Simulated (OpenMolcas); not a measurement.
An OpenMolcas run meant for Se⁴⁺ (ANO-RCC-VDZP, DKH4; inactive shells 1s 2s 2p 3s 3p 3d; intended active space 2 electrons in 4 orbitals (4s 4p)). One step of its input:

```
&CASPT2
Multistate=3 1 2 3
Frozen=3 6
IPEA=0.25
Imaginary=0.1
MaxIter=60
WThr=0.0 0.3 0.05
PrWF=0.5
NoMix
Shift=0.2
Sig2=0.3
```

Lines from the output:

```
|
   --------------------------------------------------------------------------------------
++ ---------   Input file   ---------
>>> COPY JOB001 $Project.JobIph
&CASPT2
Multistate=3 1 2 3
Frozen=3 6
IPEA=0.25
Imaginary=0.1
MaxIter=60
WThr=0.0 0.3 0.05
PrWF=0.5
NoMix
Shift=0.2
Sig2=0.3
-- ----------------------------------
>>> COPY JOB001 a.JobIph
*** symbolic link created: INPORB -> a.RasOrb
--- Start Module: caspt2 at  ---
()()()()()()()()()()()()()()()()()()()()()()()()()()()()()()()()()()()()()()()()()()()()()()()()()()
                                              &CASPT2
                                   only a single process is used
                       available to each process: 2.3 GB of memory, 1 thread
()()()()()()()()()()()()()()()()()()()()()()()()()()()()()()()()()()()()()()()()()()()()()()()()()()
 ###    ERROR: More than one intruder-state removal technique                ###
 ###    active: SHIFt/IMAGinary/SIG1/SIG2 are mutually exclusive!            ###
--- Stop Module: caspt2 at  /rc=_RC_INPUT_ERROR_ ---
.####################.
.# User input error #.
.####################.
```

Q: What is wrong with the input?

A: More than one intruder-state remedy is switched on.
